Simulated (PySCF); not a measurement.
C₃H₁₁N₂Si (doublet state).
Geometry (GFN2-xTB, Å), atoms numbered from 1 in this order:
```
atom  x, y, z in Å
C1     2.7597   -0.3673    0.4946
C2     1.9096    0.6819   -0.1079
N3     0.5463    0.5144   -0.1819
Si4   -0.4067   -0.8868    0.1536
N5    -2.0091   -0.3275   -0.1433
C6    -2.6478    0.7223    0.6145
H7     3.8081   -0.1678    0.2831
H8     2.6421   -0.4292    1.5844
H9     2.4940   -1.3458    0.0918
H10    2.2925    1.6777   -0.2487
H11    0.0777    1.2753   -0.6515
H12   -0.1036   -1.3243    1.5248
H13   -0.2559   -2.0067   -0.7869
H14   -2.6763   -1.0296   -0.4211
H15   -1.9027    1.4640    0.8934
H16   -3.4160    1.2084    0.0077
H17   -3.1189    0.3529    1.5330
```

The hyperfine couplings belong to this conformer and change with its torsions.

Identity: `C[CH]N[SiH2]NC` [radical].

Level of theory: PySCF, UKS B3LYP, pcH-1 on C H N Si, non-relativistic, mean-field spin-orbit, GIAO. Isolated species at its GFN2-xTB geometry (one conformer only). The geometry wasn't refined by DFT: couplings that depend on bond lengths, twists or pyramidal angles can differ widely from those at the functional's own minimum. Stability of the SCF solution: not tested.

(1) What is the g tensor, term by term?

(2) Average each term over the three axes. Which is largest in size?

(3) What effective moment and Curie constant follow for a powder?

(4) In a frozen sample, at which fields do the three g values resonate at 9.5, 34, 94 and 263 GHz (hyperfine left aside), and which band first spreads them over more than twice a line width of 1.0 mT?

## Answers

(1) 
```tsv
Δg (ppm)	1	2	3
relativistic mass correction	-159	-159	-159
gauge correction	-3	26	32
orbital Zeeman/spin–orbit	30	765	1046
total	-132	633	919
```

So g = 2.00219, 2.00295, 2.00324 and g_iso = 2.00279; the tensor is rhombic: the two nearest values differ by 27 % of g3 − g1. Axes: g2 points within 7° of the C2–N3 bond.

(2) The orbital-Zeeman/spin–orbit term 614, the mass correction -159 and the gauge correction 18 ppm, for a total of 473 ppm. The orbital-Zeeman/spin–orbit term is the largest in size. The mass correction is the same along every axis, so the anisotropy comes from the other two: their spans along these axes are 35 (gauge) and 1016 ppm (orbital Zeeman/spin–orbit).

(3) With the mean of g² = 4.0112 and S(S+1) = 0.75: μ_eff = √(⟨g²⟩S(S+1)) = 1.734 μB and χT = 0.12505·⟨g²⟩·S(S+1) = 0.376 cm³ K/mol (cgs; spin-Hamiltonian part alone).

(4) 
| band | GHz | B(g3) mT | B(g2) mT | B(g1) mT | spread mT |
| --- | --- | --- | --- | --- | --- |
| X | 9.5 | 338.83 | 338.88 | 339.01 | 0.18 |
| Q | 34.0 | 1212.65 | 1212.82 | 1213.28 | 0.64 |
| W | 94.0 | 3352.61 | 3353.09 | 3354.38 | 1.76 |
| J | 263.0 | 9380.19 | 9381.53 | 9385.11 | 4.92 |

The spread grows in proportion to the frequency. J band is the first where it exceeds 2.0 mT.

The largest Mulliken spin populations are on C2 (+0.86), N3 (+0.12), C1 (-0.07) and H8 (+0.06). No atom but C2 exceeds +0.15. The angles at C2 add up to 358.0°, so it is nearly planar; its axial dipolar tensor and the negative coupling of its proton fit spin in a p orbital normal to that plane.

The HOMO–LUMO gaps are 4.26 eV among the α and 6.35 eV among the β orbitals.
